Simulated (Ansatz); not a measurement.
Start from `C[SiH2][SiH](O)F` and change one atom or group to get `C[SiH2][SiH](N)O`.

Ansatz, PBE0-D4/def2-TZVP geometries, multiplicity 1. Each molecule was computed in one conformer, which needn't be the lowest.

| property | `C[SiH2][SiH](O)F` |
| --- | --- |
| HOMO–LUMO gap (PBE/def2-TZVPP) / eV | 5.69 |
| LUMO energy (PBE/def2-TZVPP) / eV | -1.05 |
| LUMO energy (B3LYP/def2-TZVPP) / eV | -0.45 |
| HOMO energy (PBE/def2-TZVPP) / eV | -6.74 |
| HOMO–LUMO gap (B3LYP/def2-TZVPP) / eV | 7.34 |
| HOMO energy (B3LYP/def2-TZVPP) / eV | -7.79 |

Q: What does the change do to each property? (Estimate.)

A: Ansatz gave: 
```
                             property  `C[SiH2][SiH](N)O`  shift
  HOMO–LUMO gap (PBE/def2-TZVPP) / eV                5.36  -0.33
    LUMO energy (PBE/def2-TZVPP) / eV               -0.61   0.44
  LUMO energy (B3LYP/def2-TZVPP) / eV               -0.03   0.42
    HOMO energy (PBE/def2-TZVPP) / eV               -5.97   0.77
HOMO–LUMO gap (B3LYP/def2-TZVPP) / eV                7.04  -0.30
  HOMO energy (B3LYP/def2-TZVPP) / eV               -7.07   0.72
```

With PBE0 the HOMO rises by 0.69 eV and the LUMO rises by 0.42 eV, so the gap narrows by about 0.27 eV. PBE moves the HOMO by 0.77 eV and ωB97M-V by 0.59 eV.

B3LYP here is the variant with VWN-RPA as its local correlation; programs differ in this.
